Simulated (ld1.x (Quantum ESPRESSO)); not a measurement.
# What the settings do to the TM potential of Rh (Z = 45)

Base potential:

| Quantity | Value |
| --- | --- |
| Element | rhodium |
| Generator | ld1.x (Quantum ESPRESSO) 7.5 |
| Type | norm-conserving Troullier–Martins (Kleinman–Bylander form) |
| Functional | revPBE |
| Relativity | scalar-relativistic |
| Frozen core | [Kr] |
| Valence charge | 9 |
| Reference configuration | 4d8 5s0.5 5p0 (charge +0.5) |
| Partial waves | 5p (bound, empty): rc 2.85 bohr; 4d (bound): rc 2.05 bohr; 4f channel at 0.05 Ry: rc 2.45 bohr; 5s (bound): rc 2.30 bohr |
| Local potential | the s channel |
| Core correction | a·sin(br)/r model core, default radius (core density twice the valence density) |

All-electron outer shells of the reference configuration (revPBE, scalar-relativistic, ld1.x):

```
shell  level (eV)  outermost node (bohr)  outermost maximum (bohr)
   4p      -54.04                   0.47                      0.94
   4d       -9.53                   0.46                      1.15
   5s       -7.29                   1.19                      2.57
   5p       -3.31                   1.35                      3.51
```

Cutoffs, loose and tight: the cutoffs (Ry, on a coarse ladder) from which the occupation-weighted sum of valence levels, in a spherical-Bessel basis at the reference potential, stays within 10 and 1 mRy of its value at 400 Ry. They do not see the model core or the augmentation charge, which bear on the density cutoff. Test errors are all-electron minus pseudo excitation energies from the reference, over the configurations 4d8 5s1 5p0; 4d8 5s0 5p0; 4d7 5s0 5p0; 4d9 5s0 5p0; 4d8 5s0 5p1; 4d8.5 5s0.5 5p0; 4d7 5s2 5p0. A dash means not determined; rows that change the core or the reference have their own tests.

A true bound ghost makes a file unfit for plane-wave use even where its test errors are small: the radial tests pick states by their node count and pass the ghost by.

The default core radius of the base comes out at 0.97 bohr.

| change | outcome | cutoff, loose | cutoff, tight | bound ghosts | largest test error (meV) |
| --- | --- | --- | --- | --- | --- |
| base | generated | 50 Ry | 55 Ry | none | -161 |
| local potential the d channel | generated | 50 Ry | 55 Ry | s, p | -110 |
| wave 4f channel at 0.05 Ry: rc 2.45 bohr becomes 4f channel at 1.88 Ry: rc 2.45 bohr | generated | 50 Ry | 55 Ry | none | -161 |
| wave 4f channel at 0.05 Ry: rc 2.45 bohr becomes 4f channel at 0.05 Ry: rc 2.20 bohr | generated | 50 Ry | 55 Ry | none | -161 |
| wave 4d (bound): rc 2.05 bohr becomes 4d (bound): rc 2.46 bohr | generated | 40 Ry | 55 Ry | none | -136 |
| core correction a·sin(br)/r model core inside 1.86 bohr | generated | 50 Ry | 55 Ry | none | -143 |

Q: What comes out with this change to the base: all radii but the core radius scaled by about 0.92 (s 2.10, p 2.62, d 1.88, f 2.24 bohr)?

A: outcome: generated; cutoff, loose: 50 Ry; cutoff, tight: 60 Ry; bound ghosts: none; largest test error (meV): -150.

Q: What comes out with this change to the base: wave 5s (bound): rc 2.30 bohr becomes 5s (bound): rc 1.70 bohr?

A: outcome: generated; cutoff, loose: 50 Ry; cutoff, tight: 80 Ry; bound ghosts: none; largest test error (meV): -121.

Q: What comes out with this change to the base: wave 5p (bound): rc 2.85 bohr becomes 5p (bound): rc 2.66 bohr?

A: outcome: generated; cutoff, loose: 50 Ry; cutoff, tight: 70 Ry; bound ghosts: none; largest test error (meV): -161.
